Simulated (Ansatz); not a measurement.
Basis sets compared for Na₅F₄. The state is a doublet with charge 0. Geometry PBE0-D4/def2-SVP. Ansatz on 4 threads of Arm Neoverse V2 on a shared host; times are rough, and most runs start from earlier orbitals.

Cartesian coordinates in Å:
```
Na -1.281 -3.595 2.101
Na -0.638 0.062 1.162
Na -0.034 3.986 -0.035
Na 0.495 -2.665 -0.804
Na 0.729 1.418 -1.179
F -0.268 -4.064 0.413
F 0.425 -0.607 -0.638
F -0.358 2.070 0.679
F 0.931 3.396 -1.698
```

Another isomer (doublet) lies 0.46 eV lower at PBE0-D4/def2-TZVP; other spin states weren't run for this one.

| level | functions | energy (Eh) | HOMO (eV) | LUMO (eV) | wall time |
| --- | --- | --- | --- | --- | --- |
| PBE-D4/def2-SVP | 131 | -1209.6765 | -2.54 | -1.77 | 4.8 s |
| PBE0-D4/def2-SVP | 131 | -1209.7508 | -3.01 | -1.11 | 7 s |

Task: Estimate the rows for PBE-D4/def2-TZVP (with forces), PBE0-D4/def2-TZVP.

Result: 
| level | functions | energy (Eh) | HOMO (eV) | LUMO (eV) | wall time |
| --- | --- | --- | --- | --- | --- |
| PBE-D4/def2-TZVP (with forces) | 284 | -1210.4670 | -2.56 | -1.73 | 9.5 s |
| PBE0-D4/def2-TZVP | 284 | -1210.5323 | -3.04 | -1.06 | 26 s |
